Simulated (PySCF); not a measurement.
# Frontier orbitals and the lowest excitations

Compound: C4H8OSi2.
Geometry (PBE0-D3(BJ)/def2-SVP, Å), atoms numbered from 1 in this order:
```xyz
15
C4H8OSi2 angstrom
C      0.5846    1.3054    3.3296
C      0.5534    0.5754    2.3561
Si     0.4342   -0.5450    0.9102
C     -1.1825   -0.3042   -0.0459
C     -0.8553   -0.4611   -1.5475
Si     0.9133    0.1796   -1.7944
O      1.5503   -0.1247   -0.2675
H      0.6223    1.9568    4.1849
H      0.6833   -1.9376    1.3756
H     -1.5297    0.7211    0.1682
H     -1.9866   -0.9815    0.2832
H     -1.5975    0.0396   -2.1898
H     -0.8633   -1.5277   -1.8321
H      1.6808   -0.5643   -2.8344
H      0.9727    1.6416   -2.0971
```

Method used: TDDFT CAM-B3LYP/def2-SVPD, vertical, gas phase, core orbitals frozen in the response in PySCF.

Kohn–Sham orbitals with the atoms that hold most of them (Löwdin shares over 4%, at most four atoms; ? is withheld):

```tsv
orbital	ε (eV)	atoms
HOMO-3	-10.16	O7 26%, Si6 21%, H14 16%, C5 10%
HOMO-2	-9.98	C5 21%, Si6 15%, C2 14%, C1 13%
HOMO-1	-9.76	?
HOMO	?	?
LUMO	0.59	C1 22%, C2 21%, Si3 20%, O7 8%
LUMO+1	0.94	C1 19%, Si3 18%, C2 16%, C4 8%
LUMO+2	1.30	Si6 29%, H12 11%, C5 11%, H14 9%
```

Task: Which atoms hold the HOMO-1, and with what shares?

Result: C2 (bonded to C and Si) 42%; C1 (bonded to C and H) 40%; O7 (bonded to 2 Si) 6%. By element: carbon 82% or more, oxygen 6%.

Task: Which atoms hold the HOMO, and with what shares?

Result: C1 (bonded to C and H) 21%; C2 (bonded to C and Si) 20%; C4 (bonded to C, Si and 2 H) 14%; Si3 (bonded to 2 C, O and H) 10%. By element: carbon 55% or more, silicon 10% or more.

Task: What is the HOMO energy, and the HOMO–LUMO gap?

Result: ε(HOMO) = -9.33 eV; the gap is 9.92 eV (0.3645 hartree).

Task: The HOMO–LUMO gap is 9.92 eV. Where does the response calculation put the lowest singlet, and from which orbitals?

Result: S1 is at 5.82 eV (f = 0.0007), 4.10 eV below the gap, made of HOMO→LUMO (52%), HOMO-2→LUMO (11%), HOMO-1→LUMO (8%). Without the coupling terms of the response equations the lowest excitation would equal the gap.

Next come S2 at 6.18 eV (f 0.0012), HOMO-1→LUMO (36%), HOMO→LUMO+1 (14%), HOMO-1→LUMO+1 (11%); S3 at 6.28 eV (f 0.0011), HOMO-1→LUMO+1 (39%), HOMO-1→LUMO+3 (18%), HOMO-1→LUMO+2 (8%); S4 at 7.20 eV (f 0.0049), HOMO-2→LUMO (30%), HOMO→LUMO (26%), HOMO-4→LUMO (13%); S5 at 7.57 eV (f 0.039), HOMO→LUMO+1 (40%), HOMO-3→LUMO (20%).

Löwdin shares depend on the basis, the more so with diffuse functions.

The run took 9.7 min of wall time (grids of density and orbitals included) on one thread, Arm Neoverse N1 (aarch64), on a shared host, and the process peaked at 1.0 GiB of memory.

One conformer stands for the species.
